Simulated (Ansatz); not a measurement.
Geometry optimisation, RHF/def2-SVP (Ansatz 0.2.0).

Input:

```yaml
crystal:
  periodic: [false, false, false]
  atoms:
    - { symbol: B, position_ang: [-1.3431, 0.8621, -1.1778] }
    - { symbol: C, position_ang: [-0.876, 0.1159, 0.095] }
    - { symbol: C, position_ang: [-0.2376, -1.2347, -0.2614] }
    - { symbol: Si, position_ang: [1.5791, -0.9323, 0.448] }
    - { symbol: Ge, position_ang: [0.6055, 1.0716, 0.9336] }
    - { symbol: F, position_ang: [1.2595, 2.3765, -0.0559] }
    - { symbol: H, position_ang: [-0.6209, 1.1653, -2.0674] }
    - { symbol: H, position_ang: [-2.4854, 1.251, -1.2721] }
    - { symbol: H, position_ang: [-1.6971, -0.0054, 0.8639] }
    - { symbol: H, position_ang: [-0.699, -2.0735, 0.3082] }
    - { symbol: H, position_ang: [-0.90961, -0.22433, -1.15205] }
    - { symbol: H, position_ang: [1.7922, -1.7457, 1.6653] }
    - { symbol: H, position_ang: [2.4874, -0.8316, -0.6085] }
    - { symbol: H, position_ang: [0.375, 1.3933, 2.475] }
basis:
  gaussian: { orbitals: def2-SVP }
hamiltonian:
  xc: hf
relax:
  f_tol: 0.02
  max_steps: 50
```

Run as:

```bash
$ ansatz run input.yaml --threads 2 --pin off --max-ram 3072MiB --backend cpu --events-out ev --progress --plain --runs-dir out
```

Where does it end, and by what steps?

It converged. After 31 steps the energy has fallen by 7.631 eV; H11 moved furthest, 1.36 Å. Parted: B1–H11, C2–H11. Joined: C3–H11.

```
step  energy less start (eV)  largest force component (eV/Å)  accepted
   0                  0.0000                           7.793       yes
   2                 -4.0473                           5.160       yes
   4                 -6.2907                           3.165       yes
   6                 -7.3319                           0.841       yes
   8                 -7.4215                           0.313       yes
  10                 -7.4933                           0.275       yes
  12                 -7.5683                           0.406       yes
  14                 -7.6017                           0.233       yes
  16                 -7.6053                           0.086       yes
  18                 -7.6072                           0.036       yes
  20                 -7.6095                           0.097       yes
  22                 -7.6130                           0.207       yes
  24                 -7.6121                           0.368        no
  26                 -7.6278                           0.065       yes
  28                 -7.6301                           0.062       yes
  30                 -7.6312                           0.042       yes
  31                 -7.6314                           0.019       yes
```

```xyz
14
Properties=species:S:1:pos:R:3
B -1.701 1.043 -0.919
C -0.908 0.130 0.052
C -0.084 -1.090 -0.472
Si 1.505 -1.030 0.602
Ge 0.610 1.175 0.883
F 1.215 2.331 -0.272
H -1.477 1.045 -2.099
H -2.521 1.808 -0.483
H -1.504 -0.140 0.932
H -0.647 -2.025 -0.428
H 0.188 -0.933 -1.519
H 1.418 -1.841 1.842
H 2.801 -1.286 -0.064
H 0.335 2.002 2.139
```

Whether the end is a true minimum wasn't checked by a vibrational analysis.

Run time: 2.4 min on 2 threads of Arm Neoverse V1, on a shared host, peak memory 0.44 GiB.
